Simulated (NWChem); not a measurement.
System: C$_{2}$H$_{4}$Si; SMILES C#C[SiH3]

Input file for NWChem:

```
start job
memory heap 200 mb stack 900 mb global 1100 mb
geometry units angstroms
  Si     0.000000     0.000000    -1.054181
  C      0.000000     0.000000     0.780143
  C      0.000000     0.000000     1.996835
  H     -1.146351    -0.813918    -1.552392
  H     -0.131698     1.399729    -1.552392
  H      1.278050    -0.585810    -1.552392
  H      0.000000     0.000000     3.072720
end
basis spherical
  * library 3-21g
end
dft
  xc hfexch
  iterations 150
end
driver
  maxiter 120
end
task dft optimize
task dft freq
```

The level has its own optimisation; frequencies are unscaled.

### Question
Predict the main results of this run. (Hartree-Fock/3-21G.) Quantities: r C–Si (Å); r H–Si (Å); r C–C (Å); r C–H (Å); highest harmonic frequency (cm⁻¹); lowest (cm⁻¹); zero-point energy (kcal/mol); dipole (D).

### Answer
- r C–Si (Å) = 1.862
- r H–Si (Å) = 1.483
- r C–C (Å) = 1.194
- r C–H (Å) = 1.052
- highest harmonic frequency (cm⁻¹) = 3651
- lowest (cm⁻¹) = 332
- zero-point energy (kcal/mol) = 29.6
- dipole (D) = 0.33
